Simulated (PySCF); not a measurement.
Delta-SCF ions had no search for a lower state. Excitations are Tamm–Dancoff values on a coarser integration grid. The basis has no diffuse functions, so Rydberg states are missing or too high.

## C$_{5}$H$_{11}$F$_{3}$Si, SMILES `CCC[C@@H]([SiH3])C(F)(F)F` (C–C–C–C torsion 176°, C–C–C–Si torsion 59°) (charge 0, multiplicity 1)

The numbers are results of M06-2X/def2-TZVP // B3LYP-D3(BJ)/def2-SVP in PySCF, not measurements.

```
Property                                                      Result
-------------------------------------------  -----------------------
HOMO                                                       -10.18 eV
dipole moment                                                 2.58 D
HOMO–LUMO gap                                               11.42 eV
LUMO                                                         1.24 eV
S1 excitation (TDA)                                          8.69 eV
S1 oscillator strength                                         0.087
brightest of the four lowest singlets (TDA)                  8.69 eV
T1 excitation (TDA)                                          8.03 eV
S1–T1 gap (TDA)                                              0.66 eV
vertical ionisation energy (Delta-SCF)                      11.12 eV
total energy                                            -786.1888 Ha
cost                                         roughly 80 core-minutes
```

```xyz
20

C      2.8613     0.1035     0.0995
C      1.4439     0.3878     0.5925
C      0.4012    -0.5180    -0.0652
C     -1.0296    -0.3229     0.4720
Si    -1.6649     1.4754     0.2441
C     -1.9864    -1.3268    -0.1355
F     -2.1922    -1.0856    -1.4494
F     -3.1895    -1.2993     0.4670
F     -1.5329    -2.5925    -0.0397
H      3.1545    -0.9378     0.3116
H      2.9403     0.2533    -0.9899
H      3.5971     0.7646     0.5829
H      1.3961     0.2607     1.6890
H      1.1988     1.4476     0.4022
H      0.4021    -0.3503    -1.1560
H      0.6937    -1.5705     0.0842
H     -1.0398    -0.5283     1.5566
H     -3.1507     1.5155     0.2945
H     -1.1872     2.0054    -1.0639
H     -1.1157     2.3180     1.3429
```
